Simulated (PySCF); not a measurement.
## Radial density of Bi⁺ (bismuth, charge +1)

BP86, [Xe] 4f14 5d10 6s2 6p2, high-spin 3P determinant. Calculation: PySCF 2.14, in x2c-QZVPPall (16s10p9d6f1g, 142 functions); the spin-free X2C one-electron Hamiltonian (Gaussian nucleus).

```json
{"r (bohr)": "0.0170", "4πr²ρ (e/bohr)": "104.6", "4πr²(ρα − ρβ)": "0.0097"}
{"r (bohr)": "0.0286", "4πr²ρ (e/bohr)": "118.5", "4πr²(ρα − ρβ)": "0.0192"}
{"r (bohr)": "0.0482", "4πr²ρ (e/bohr)": "158.1", "4πr²(ρα − ρβ)": "0.0089"}
{"r (bohr)": "0.0811", "4πr²ρ (e/bohr)": "123.8", "4πr²(ρα − ρβ)": "-0.0010"}
{"r (bohr)": "0.136", "4πr²ρ (e/bohr)": "148.4", "4πr²(ρα − ρβ)": "0.0305"}
{"r (bohr)": "0.229", "4πr²ρ (e/bohr)": "85.82", "4πr²(ρα − ρβ)": "0.0110"}
{"r (bohr)": "0.386", "4πr²ρ (e/bohr)": "95.96", "4πr²(ρα − ρβ)": "0.0258"}
{"r (bohr)": "0.649", "4πr²ρ (e/bohr)": "33.34", "4πr²(ρα − ρβ)": "0.1371"}
{"r (bohr)": "1.09", "4πr²ρ (e/bohr)": "19.00", "4πr²(ρα − ρβ)": "-0.0475"}
{"r (bohr)": "1.84", "4πr²ρ (e/bohr)": "5.077", "4πr²(ρα − ρβ)": "0.6988"}
{"r (bohr)": "3.09", "4πr²ρ (e/bohr)": "1.144", "4πr²(ρα − ρβ)": "0.7052"}
{"r (bohr)": "5.19", "4πr²ρ (e/bohr)": "0.07082", "4πr²(ρα − ρβ)": "0.0646"}
{"r (bohr)": "8.74", "4πr²ρ (e/bohr)": "0.0001603", "4πr²(ρα − ρβ)": "0.0002"}
```

Densities and radii are taken from the X2C orbitals without a picture-change correction, which distorts them close to the nucleus.

Spin-orbit coupling is strong in this species (close to jj coupling), so the high-spin LS determinant is a model state, not a physical level.

Question: Where is the radial spin density 4πr²(ρα − ρβ) most negative, and why is it negative at all?

Answer: Around r = 1.09 bohr, down to -0.0475 e/bohr: exchange with the open shell polarises the paired shells in an unrestricted calculation.
